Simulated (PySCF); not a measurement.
# I (iodine, neutral) across methods

[Kr] 4d10 5s2 5p4 5d1, one real determinant (an excited configuration). Computed with PySCF 2.14 in aug-cc-pVQZ-PP with ECP28MDF, with scalar relativity through the core potential.

| method | E (hartree) | mean ε 5p α (eV) | mean ε 5p β (eV) | mean ε 5d α (eV) | Σ⟨r²⟩ (bohr²) | ⟨S²⟩ |
| --- | --- | --- | --- | --- | --- | --- |
| B3LYP | -295.4742 | -10.879 | -9.596 | -0.439 | 71.96 | 3.753 |
| LDA | -294.9561 | -10.034 | -8.754 | -0.062 | 71.82 | 3.752 |
| PBE | -295.3714 | -9.915 | -8.588 | -0.126 | 71.77 | 3.753 |
| r2SCAN | -295.4984 | -10.381 | -8.906 | -0.131 | 71.37 | 3.756 |
| PBE0 | -295.3939 | -11.252 | -9.750 | -0.626 | 71.40 | 3.755 |
| UHF | -294.37363 | -14.489 | -12.334 | -1.841 | 71.84 | 3.764 |
| r2SCAN0 | -295.4716 | -11.568 | -9.972 | -0.615 | 71.18 | 3.757 |
| BP86 | -295.5171 | -10.014 | -8.776 | -0.231 | 71.86 | 3.753 |

Task: Estimate the same row for r2SCANh.

Result: E (hartree) = -295.4876; mean ε 5p α (eV) = -10.856; mean ε 5p β (eV) = -9.332; mean ε 5d α (eV) = -0.324; Σ⟨r²⟩ (bohr²) = 71.30; ⟨S²⟩ = 3.757.

⟨L²⟩ = 8.03 against 12 for a pure F term, so this real determinant mixes terms. Energies and moments cover only the electrons outside the core potential. The outer electron is Rydberg-like, and this basis confines it to a smaller radius and binds it less than a complete one would.
